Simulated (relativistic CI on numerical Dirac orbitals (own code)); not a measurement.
Sc²⁺ in a cubic cluster: L2,3 absorption with charge transfer

Computed with a charge-transfer multiplet model of a cubic metal-ligand cluster with up to one ligand hole, Slater and spin-orbit integrals from Dirac-Coulomb-Breit ions, Slater integrals scaled by 0.9. The ground state mixes d1 with configurations of k ligand holes L, whose averages lie at kΔ + k(k − 1)U_dd/2; a core hole lowers each added d electron by U_cd. 300 K, Lorentzian 0.4 eV and Gaussian 0.3 eV FWHM.

Atomic integrals in eV (Slater integrals scaled, ζ unscaled), ground: F2dd 5.299, F4dd 3.246, zeta_d 0.008; with the core hole: F2dd 7.634, F4dd 4.756, zeta_d 0.015, zeta_core 3.008, F2cd 3.955, G1cd 2.758, G3cd 1.561. Where a configuration has fewer than two d electrons, the dd integrals are those of d2.

Cluster parameters (eV): U_dd = 4, U_cd = 4.4, 10Dq = 1.5, 10Dq(ligand) = 0.8, V(eg) = 2.4, V(t2g) = -1.18, final-state hopping factor = 1.

```tsv
Case	n_d	d1	d2L	S
Δ = 5.5 eV	1.27	0.73	0.27	0.50
Δ = 7.5 eV	1.21	0.79	0.21	0.50
Δ = 8.5 eV	1.19	0.81	0.19	0.50
Δ = 9.5 eV	1.17	0.83	0.17	0.50
Δ = 11.5 eV	1.14	0.86	0.14	0.50
```

Weights, n_d and S are thermal averages at 300 K. Photon energies count from the first peak over 30 % of the highest in each spectrum, which can be another peak from case to case. The parameters are a model scan and need not match a compound or its usual spin state. Peaks in eV (height, largest 100):
- Δ = 5.5 eV: -1.9 (23), 0.0 (40), 1.5 (80), 2.4 (86), 4.6 (82), 5.8 (100)
- Δ = 7.5 eV: -1.9 (22), 0.0 (40), 1.5 (79), 2.4 (86), 4.6 (84), 5.8 (100)
- Δ = 8.5 eV: -1.9 (22), 0.0 (40), 1.5 (79), 2.4 (85), 4.6 (84), 5.8 (100)
- Δ = 9.5 eV: -1.9 (22), 0.0 (40), 1.4 (78), 2.4 (85), 4.6 (84), 5.8 (100)
- Δ = 11.5 eV: -1.9 (22), 0.0 (40), 1.4 (78), 2.4 (84), 4.6 (85), 5.8 (100)

For the case Δ = 8.5 eV, Δ = 8.5 eV is larger than U_dd = 4 eV, the Mott-Hubbard side of the Zaanen-Sawatzky-Allen scheme. With the core hole the configuration with one ligand hole lies at Δ + U_dd − U_cd = 5.1, 7.1, 8.1, 9.1, 11.1 eV from the one without, in the order of the table; where this is negative the screened configuration lies lower, though the effective hopping of about 5.4 eV (from the holes of the mixed ground state) mixes the two strongly wherever it is as large as the gap.

With at most 1 ligand hole the space is cut while the next configuration still counts, so covalency is underestimated, and a final configuration with one more ligand hole, which can lie low, is missing from the spectra.
